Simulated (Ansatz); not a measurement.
Ideal-gas functions of `[NH2][Ti]([NH2])([Br])[Br]` at 298.15 K and 1 bar, from an Ansatz frequency run at PBE0-D4/def2-TZVP.

Molar mass 239.72 g/mol, point group Cs (symmetry number 1), electronic degeneracy 1, moments of inertia 271.715, 698.544, 816.448 u Å². Harmonic wavenumbers (cm⁻¹, unscaled): 75, 103, 133, 147, 188, 189, 299, 326, 374, 450, 465, 521, 542, 739, 749, 1505, 1520, 3548, 3554, 3655, 3669.

Use S(trans) = R[1.5 ln M + 2.5 ln T − 1.1517]; rotational temperatures θ = 24.2544 K / I; S(rot) = R[ln(√π/σ · √(T³/θAθBθC)) + 1.5]; for each mode x = 1.438777 ν̃/T, S = R[x/(eˣ − 1) − ln(1 − e⁻ˣ)] and H = RT x/(eˣ − 1); 1 cm⁻¹ = 0.0119627 kJ/mol; R = 8.31446 J/(mol·K).

**Question.** By hand: the entropy, in J/(mol·K).

**Answer.** Translation 177.2. Rotation: θ = 0.0893, 0.0347, 0.0297 K, giving 126.9. Vibration, mode by mode: 16.81, 14.21, 12.14, 11.34, 9.40, 9.36, 5.95, 5.35, 4.45, 3.33, 3.15, 2.54, 2.35, 1.10, 1.06, 0.05, 0.05, 0.00, 0.00, 0.00, 0.00, in all 102.6. Electronic 0.0. Sum 406.7 J/(mol·K).

**Question.** By hand: H − E and G − E in kJ/mol, counted from the electronic energy.

**Answer.** Zero-point energy ½ × 22751 × 0.0119627 = 136.1; thermal vibration 16.4; translation, rotation and pV give 4 RT = 9.9. H − E = 162.4 kJ/mol, and G − E = 162.4 − 298.15 × 406.7/1000 = 41.1 kJ/mol.

Vibration gives 25 % of the entropy, 54.5 J/(mol·K) of it from the modes under 150 cm⁻¹: soft modes count most, and the harmonic formula is weakest for them. The sum counts one conformer and one mirror image; others add a mixing term.
